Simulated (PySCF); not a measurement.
# Si2BH7S2O2

Si2BH7S2O2 is a molecule drawn as a unit of a network glass or zeolite (built as: B3 Si Si, H ends, S bridges), neutral, singlet. The structure, one conformer, was relaxed in the gas phase by PBE0-D3(BJ)/def2-SVP. No frequency run checks that it is a minimum.

SMILES: OB(O)S[SiH2]S[SiH3]

Coordinates in Å:
```
O1     -1.878   -0.374   -0.707
B2     -0.913   -0.684   -1.600
O3     -1.180   -1.499   -2.646
S4      0.852   -0.093   -1.536
Si5     0.686    1.653   -0.324
S6     -0.222    1.212    1.593
Si7     0.929   -0.558    2.096
H8     -1.592    0.106    0.089
H9     -2.087   -1.824   -2.608
H10    -0.198    2.699   -0.909
H11     2.073    2.161   -0.142
H12     2.356   -0.350    1.721
H13     0.790   -0.699    3.572
H14     0.378   -1.762    1.416
```

Shieldings: GIAO PBE0/pcSseg-1. Shifts are against computed references at the same level: H TMS (σ 31.27 ppm), Si TMS (σ 352.0 ppm). Core levels by delta-SCF with SCAN, pcX-2 on the ionised atom and pcseg-1 elsewhere, spin-free X2C (2p3/2 is the spin-free 2p value less a third of a first-order spin-orbit splitting); from the vacuum level, for chosen atoms.

(1) Give the shieldings and core levels atom by atom.

(2) By CAM-B3LYP/def2-SVPD (TDDFT singlets, Tamm-Dancoff triplets, ionisation by delta-SCF), where does absorption start, and what does vertical ionisation take?

## Answers

(1) 
```
      atoms   bonded to  σ (ppm)  δ (ppm)  core level (eV)
         O1   1 B + 1 H    187.9        -        1s 538.93
         B2   2 O + 1 S     73.0        -        1s 197.91
         O3   1 B + 1 H    206.9        -        1s 539.23
         S4  1 B + 1 Si    696.7        -     2p3/2 168.90
        Si5   2 S + 2 H    361.5     -9.5     2p3/2 107.72
         S6        2 Si    780.7        -                -
        Si7   1 S + 3 H    401.8    -49.8                -
         H8         1 O    24.47     6.79                -
         H9         1 O    27.26     4.01                -
        H10        1 Si    25.77     5.50                -
        H11        1 Si    25.94     5.33                -
H12 H13 H14        1 Si    26.66     4.60                -
```

Values are those of this one static structure, with the three H of a rotating XH3 group averaged; atoms that internal rotation interchanges would show their mean in an NMR spectrum.

(2) The lowest singlet lies at 6.28 eV (f 0.011), the strongest of the first 6 at 6.34 eV (f 0.048), the lowest triplet at 5.88 eV; vertical ionisation takes 9.66 eV.

The 3 runs behind this took 5.6 min in all, one thread each of Arm Neoverse V1 on a shared host, launched as `OMP_NUM_THREADS=1 python cluster_run.py task.json out`.
